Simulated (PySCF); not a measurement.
## Mayer bond orders and bond lengths

Compound: C6H8F4.
SMILES with atom numbers: `[F:1][C:2]([F:3])([F:4])[CH2:5][C:6]1([F:7])[CH2:8][CH2:9][CH2:10]1` (hydrogens: H11, H12 on C5; H13, H14 on C8; H15, H16 on C9; H17, H18 on C10)

Structure used (PBE0-D3(BJ)/def2-SVP), in Å, numbered top down from 1:
```
atom  x, y, z in Å
F1    -2.6967    0.3119    1.3086
C2    -2.2219    0.6284    0.1066
F3    -3.2508    0.6029   -0.7510
F4    -1.7938    1.8971    0.1653
C5    -1.1406   -0.3160   -0.3593
C6     0.1089   -0.3862    0.5002
F7    -0.2539   -0.8052    1.7564
C8     1.2332   -1.2078   -0.1477
C9     1.8989    0.1152   -0.5720
C10    1.0331    0.8440    0.4733
H11   -1.5920   -1.3185   -0.4107
H12   -0.8738   -0.0199   -1.3842
H13    0.9556   -1.9419   -0.9193
H14    1.8000   -1.7158    0.6458
H15    1.6412    0.4028   -1.6024
H16    2.9894    0.1854   -0.4602
H17    0.5945    1.8176    0.2209
H18    1.5427    0.9173    1.4447
```

Bond orders from the PBE0/pcSseg-1 density (PySCF). One conformer (not necessarily the lowest) at the PBE0-D3(BJ)/def2-SVP geometry, without solvent, vibrations or thermal averaging.

(1) How far do the computed orders between heavy atoms stray from the drawn ones?

(2) Set the Mayer orders of the bonds between heavy atoms beside their lengths.

## Answers

(1) The largest departure is 0.105, at C6–F7 (drawn single, 0.895).

(2) 
| bond | drawn as | length (Å) | Mayer order |
| --- | --- | --- | --- |
| F1–C2 | single | 1.331 | 1.025 |
| C2–F3 | single | 1.340 | 0.993 |
| C2–F4 | single | 1.340 | 0.987 |
| C2–C5 | single | 1.509 | 1.024 |
| C5–C6 | single | 1.518 | 0.946 |
| C6–F7 | single | 1.373 | 0.895 |
| C6–C8 | single | 1.536 | 1.001 |
| C8–C9 | single | 1.541 | 1.024 |
| C9–C10 | single | 1.541 | 1.022 |
| C10–C6 | single | 1.539 | 0.984 |

Bonds between the same two heavy elements. C–F: lowest C6–F7 (0.895, 1.373 Å), highest F1–C2 (1.025, 1.331 Å). C–C: lowest C5–C6 (0.946, 1.518 Å), highest C2–C5, C8–C9 and C9–C10 (1.024, 1.509 Å); in 6 of the 15 pairs the longer bond (by over 0.003 Å) has the higher order (by 0.02 or more). Bonds named together lie within 0.004.

Question: And the bonds to hydrogen?

Answer: C–H: 0.92 to 0.95 (8 bonds).

Question: Sum the orders of all bonds at each heavy atom with more than one neighbour and set the sums beside the valence in the SMILES.

Answer: C2 4.029 (drawn 4), C5 3.821 (drawn 4), C6 3.826 (drawn 4), C8 3.911 (drawn 4), C9 3.947 (drawn 4), C10 3.888 (drawn 4). Orders between atoms that aren't bonded are not in these sums.

Mayer orders depend on the basis set.
